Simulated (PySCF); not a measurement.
**Si⁺: excitation energy**

Si⁺ [Ne] 3s2 3p1 (2P) → Si⁺ [Ne] 3s1 3p2 (4P), as a difference of total energies. Calculation: PySCF 2.14, in aug-cc-pVQZ-DK (7s6p4d3f2g, 84 functions); scalar relativity by spin-free X2C-1e. Correlated levels: valence: [Ne] frozen. The calculations carry no spin-orbit coupling.

```tsv
method	excitation energy (cm⁻¹)	error (cm⁻¹)
UHF	31697	-11114
LDA	43588	+777
PBE	42613	-198
PBE0	41309	-1501
r2SCAN	37930	-4881
wB97X-V	43061	+250
TPSS	42017	-794
CAM-B3LYP	44802	+1992
revPBE	41914	-896
MP2 (valence)	39054	-3756
SCS-MP2 (valence)	41966	-844
```

Reference: 42811 cm⁻¹ (measured; NIST levels, between the centres of gravity of the two terms).

Errors of the correlated levels include the incompleteness of this basis and the frozen core.
